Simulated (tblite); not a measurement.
Species: C5H7N3Si.
Numbering: `[CH:1]#[C:2][CH2:3][n:4]1[n:5][cH:6][c:7]([SiH3:8])[n:9]1` (hydrogens: H10 on C1; H11, H12 on C3; H13 on C6; H14, H15, H16 on Si8)

Geometry (GFN2-xTB, Å), atoms numbered from 1 in this order:
```
atom  x, y, z in Å
C1     3.6711    0.2745   -0.1094
C2     2.7133   -0.2683   -0.5767
C3     1.5198   -0.9100   -1.1005
N4     0.3981   -0.6882   -0.2275
N5     0.1415   -1.4644    0.7985
C6    -0.9262   -0.9238    1.3582
C7    -1.2978    0.2140    0.6204
Si8   -2.7105    1.4192    0.8515
N9    -0.4224    0.3195   -0.3774
H10    4.5230    0.7431    0.2848
H11    1.2715   -0.4897   -2.0797
H12    1.6850   -1.9890   -1.1787
H13   -1.3797   -1.3473    2.2299
H14   -3.0014    1.4701    2.2877
H15   -2.3082    2.7288    0.3460
H16   -3.8848    0.9204    0.1288
```

All values are computed: GFN2-xTB (tblite) harmonic vibrations without scaling, gas phase. Errors from tens to a few hundred cm⁻¹ against measured bands are possible. Modes of hydrogen on silicon can be 10 to 20 % off. One conformer, not necessarily the lowest.

Harmonic wavenumbers (cm⁻¹): 25.6, 29.6, 77.2, 150.5, 156.8, 259.9, 286.5, 325.8, 411.9, 485.0, 535.2, 548.1, 645.0, 656.5, 657.2, 673.9, 769.7, 777.6, 782.1, 791.7, 832.7, 937.4, 986.9, 1011.9, 1023.7, 1103.1, 1145.3, 1284.9, 1303.2, 1350.9, 1365.1, 1383.8, 1395.7, 1484.6, 2241.3, 2246.0, 2294.1, 2295.1, 2955.5, 2960.3, 3189.1, 3397.1.

A = 3479, B = 726.9, C = 673.3 MHz; mass 137.041 u (most abundant isotopes); point group C1, symmetry number 1.

Problem. Zero-point energy?

Solution. ½Σν̃ = 23617 cm⁻¹ = 67.52 kcal/mol.

Problem. What is S at 400 K and 1 bar for an ideal gas of classical rigid rotors and harmonic oscillators?

Solution. Translation 42.14, rotation 30.50, vibration 41.60: S = 114.2 cal/(mol K).

Problem. And Cp and H(400 K) − H(0)?

Solution. Cp = 46.61 cal/(mol K), of which vibrations give 38.66 (their classical limit is 42 R = 83.5); H(400 K) − H(0) = 11.22 kcal/mol without the zero-point energy, 8.04 from vibrations.

Problem. What must be added to the electronic energy to get the Gibbs energy at 400 K and 1 bar?

Solution. ZPE + [H(400 K) − H(0)] − T·S = 67.52 + 11.22 − 45.70 = 33.04 kcal/mol.

Problem. How do the functions run with temperature in this model?

Solution. 
```tsv
T (K)	S (cal/(mol K))	Cp (cal/(mol K))	H − H(0) (kcal/mol)	G − H(0) (kcal/mol)	ln q(vib)
50	62.2	14.1	0.57	-2.54	1.35
100	73.3	18.5	1.38	-5.95	2.92
298.15	101.9	37.7	6.91	-23.47	8.23
373.15	111.1	44.4	10.00	-31.46	10.14
500	125.4	53.6	16.24	-46.47	13.32
750	149.7	65.7	31.29	-80.96	19.25
1000	169.7	73.1	48.72	-120.96	24.65
```

q(vib) and H(0) count from the zero-point level.

Problem. Which modes carry the vibrational entropy at 400 K?

Solution. 25.6 cm⁻¹: 6.73; 29.6 cm⁻¹: 6.44; 77.2 cm⁻¹: 4.54; 150.5 cm⁻¹: 3.23; 156.8 cm⁻¹: 3.15; 259.9 cm⁻¹: 2.19 cal/(mol K); the other 36 give 15.32 together.

Hindered rotation and anharmonicity are outside this model. Other conformers, if any are populated, would add a mixing term that is left out. The structure is chiral; the term R ln 2 for an equal mix with its mirror image is left out.
